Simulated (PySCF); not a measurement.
Method: B3LYP-D3(BJ)/def2-TZVP in PySCF 2.14.0. Isolated molecules, 0 K electronic values unless said otherwise. B3LYP has the VWN-RPA correlation part, as in Gaussian. 

Reference species (SMILES): `BrC(Br)(Br)Br` (neutral, multiplicity 1).

```json
{
 "dipole_moment": "0.00 D"
}
```

Changed species: `BrCBr` (whole molecule; the reference has whole molecule).

Question: What does the change do to the dipole moment?

Answer: the dipole moment goes up by 1.52 D, to 1.52 D.
